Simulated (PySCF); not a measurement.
Cl, doublet.

The PySCF input:
```python
from pyscf import gto, scf, dft

mol = gto.M(
    atom='''
Cl    0.00000000    0.00000000    0.00000000
''',
    basis='pcseg-1',
    spin=1,
    verbose=4,
)

mf = dft.UKS(mol)
mf.xc = 'tpss'
mf.kernel()
```

What does this run give for the number of basis functions, total energy, <S^2>, dipole moment?


The number of basis functions comes out as 18. The total energy is -460.139975 Ha and the <S^2> comes out as 0.752. The dipole moment comes out as 0.00 D.

These values belong to the state on which the SCF converged, which isn't shown to be the lowest.
